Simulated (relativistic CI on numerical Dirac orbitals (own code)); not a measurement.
## Mn: calculation against measurement

Computed by Dirac-Coulomb-Breit CI, KLI orbitals optimised for each configuration, model QED, valence Slater integrals scaled by 0.85, P86 correlation estimate, and configurations built on the next ion tied to the tabulated ionisation energy (semi-empirical) (own radial code, finite nucleus).

Configurations in the expansion (outside the closed core [Ar]): 3d⁵4s², 3d⁶4s, 3d⁵4s4p, 3d⁶4p, 3d⁵4s4d, 3d⁵4s5s, 3d⁵4s5p, 3d⁵4s5d, 3d⁵4s6s, 3d⁵4s4f, 3d⁵4s5f, 3d⁷, 3d⁵4p², 3d⁶4d, 3d⁶5s, 3d⁶5p, 3d⁵4s6p, 3d⁵4s5g, 3d⁵4s6d, 3d⁴4s²4p, 3d⁵4s6f, 3d⁴4s4p². Levels of other configurations are missing.

| Configuration | Term (tabulated) | J | Measured (cm⁻¹) | Computed | Error | Purity (%) |
| --- | --- | --- | --- | --- | --- | --- |
| 3d⁵4s² | a 6S | 5/2 | 0.0 | 0 | 0 | 93 |
| 3d⁶4s | a 6D | 9/2 | 17052.3 | 26543 | 9491 | 96 |
| 3d⁶4s | a 6D | 7/2 | 17282.0 | 26760 | 9478 | 96 |
| 3d⁶4s | a 6D | 5/2 | 17451.5 | 26921 | 9469 | 96 |
| 3d⁶4s | a 6D | 3/2 | 17568.5 | 27032 | 9464 | 96 |
| 3d⁶4s | a 6D | 1/2 | 17637.2 | 27098 | 9461 | 96 |
| 3d⁵4s4p | z 8P° | 5/2 | 18402.5 | 17625 | -777 | 99 |
| 3d⁵4s4p | z 8P° | 7/2 | 18531.6 | 17741 | -791 | 99 |
| 3d⁵4s4p | z 8P° | 9/2 | 18705.4 | 17894 | -812 | 99 |
| 3d⁶4s | a 4D | 7/2 | 23296.7 | 34693 | 11397 | 82 |
| 3d⁶4s | a 4D | 5/2 | 23549.2 | 34923 | 11373 | 83 |
| 3d⁶4s | a 4D | 3/2 | 23719.5 | 35078 | 11359 | 83 |
| 3d⁶4s | a 4D | 1/2 | 23818.9 | 35169 | 11350 | 84 |
| 3d⁵4s4p | z 4P° | 5/2 | 31001.2 | 33051 | 2050 | 98 |
| 3d⁵4s4p | z 4P° | 3/2 | 31076.4 | 33102 | 2026 | 98 |
| 3d⁵4s4p | z 4P° | 1/2 | 31125.0 | 33136 | 2011 | 98 |
| 3d⁶4p | z 6D° | 9/2 | 41789.5 | 45830 | 4040 | 74 |
| 3d⁶4p | z 6D° | 7/2 | 41932.6 | 45931 | 3998 | 72 |
| 3d⁶4p | z 6D° | 5/2 | 42053.7 | 46009 | 3955 | 72 |
| 3d⁶4p | z 6D° | 3/2 | 42143.6 | 46064 | 3921 | 73 |
| 3d⁶4p | z 6D° | 1/2 | 42198.6 | 46097 | 3899 | 74 |
| 3d⁶4p | z 6F° | 11/2 | 43314.2 | 50093 | 6778 | 59 |
| 3d⁶4p | z 6F° | 9/2 | 43428.6 | 50217 | 6788 | 57 |
| 3d⁵4s4p | v 6P° | 7/2 | 49888.0 | 49211 | -677 | 70 |
| 3d⁵4s4p | v 6P° | 5/2 | 50012.5 | 49365 | -648 | 80 |
| 3d⁵4s4p | v 6P° | 3/2 | 50099.0 | 49458 | -641 | 83 |

Measured levels from NIST Handbook of Basic Atomic Spectroscopic Data (Sansonetti and Martin, J. Phys. Chem. Ref. Data 34, 1559 (2005)); pairs were made by configuration, J and term (by order where the table uses no LS term), so strongly mixed levels may be paired wrongly.

Mean error by configuration (cm⁻¹): 3d⁶4s 10316; 3d⁵4s4p 193; 3d⁶4p 4768. Over the excited levels the mean absolute error is 5466 cm⁻¹ (25 of the 35 excited levels that our extract of the source holds in range could be paired, and the others can miss by more), and the median relative error of those above 1,000 cm⁻¹ is 9.5 %. Some levels of the ground configuration have no partner.

Transition probabilities of persistent lines. The last column rescales the computed rate by the cube of measured over computed energy:

```csv
λ measured (Å),Lower,Upper,A tabulated (s⁻¹),A computed,A rescaled
1996.06 vacuum,3d⁵4s² a 6S5/2,3d⁵4s4p v 6P°3/2,7.70e+07,4.87e+06,5.06e+06
1999.51 vacuum,3d⁵4s² a 6S5/2,3d⁵4s4p v 6P°5/2,7.60e+07,4.79e+06,4.98e+06
2003.85 air,3d⁵4s² a 6S5/2,3d⁵4s4p v 6P°7/2,7.60e+07,4.52e+06,4.71e+06
3806.72 air,3d⁶4s a 6D9/2,3d⁶4p z 6F°11/2,5.90e+07,9.21e+07,1.28e+08
```
